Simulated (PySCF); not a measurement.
Geometries of 3 isomers of C2H10AlAs, from PBE0-D3(BJ)/def2-SVP geometry optimisation, gas phase (PySCF 2.14.0). One conformer each, no zero-point energy, no frequencies.

Question: Which is lowest in electronic energy at this level?
A.
```xyz
14
angstrom
C     -1.351   -0.027   -1.263
C     -1.444    0.218    0.242
Al     0.137    1.060    1.091
As     1.958   -0.699    0.328
H     -2.287   -0.425   -1.693
H     -1.110    0.896   -1.816
H     -0.561   -0.757   -1.516
H     -1.681   -0.722    0.772
H     -2.305    0.880    0.456
H      0.834    2.312    0.365
H      0.372    0.878    2.669
H      2.368   -0.799   -1.123
H      3.349   -0.639    0.914
H      1.720   -2.175    0.552
```
B.
```xyz
14
angstrom
C     -2.741    0.197    0.447
Al    -1.139   -0.627   -0.374
As     0.898    0.490    0.809
C      2.596   -0.211    0.175
H     -2.488    0.991    1.171
H     -3.349   -0.546    0.988
H     -3.387    0.662   -0.315
H     -0.662   -0.159   -1.837
H     -0.679   -2.103    0.075
H      1.087    0.380    2.307
H      1.152    1.978    0.699
H      2.604   -1.295    0.352
H      2.653   -0.033   -0.907
H      3.448    0.259    0.681
```
C.
```xyz
14
angstrom
C     -2.266   -0.133    0.328
C     -1.045    0.211   -0.504
As     0.671   -0.283    0.286
Al     2.766    0.278   -1.126
H     -2.340   -1.216    0.512
H     -3.187    0.179   -0.188
H     -2.247    0.371    1.307
H     -0.972    1.293   -0.702
H     -1.065   -0.283   -1.488
H      0.398   -1.722    0.666
H      0.524    0.313    1.669
H      3.923   -0.229   -0.143
H      2.472    1.853   -1.227
H      2.366   -0.631   -2.387
```

Answer: B. That is `[CH3][AlH2-][AsH2+]C`, 6.8 kcal/mol below the next.

```json
{"SMILES": "[CH3][AlH2-][AsH2+]C", "atoms numbered as above": "[H][As+:3]([H])([AlH2-:2][CH3:1])[CH3:4]", "E (Eh)": "-2559.62457", "relative (kcal/mol)": "0.0", "relative (kJ/mol)": "0.0", "dipole (D)": "4.24"}
{"SMILES": "CC[AsH2+][AlH3-]", "atoms numbered as above": "[CH3:1][CH2:2][AsH2+:3][AlH3-:4]", "E (Eh)": "-2559.61373", "relative (kcal/mol)": "6.8", "relative (kJ/mol)": "28.5", "dipole (D)": "5.16"}
{"SMILES": "C[CH2][AlH2-][AsH3+]", "atoms numbered as above": "[CH3:1][CH2:2][AlH2-:3][AsH3+:4]", "E (Eh)": "-2559.61358", "relative (kcal/mol)": "6.9", "relative (kJ/mol)": "28.9", "dipole (D)": "3.62"}
```
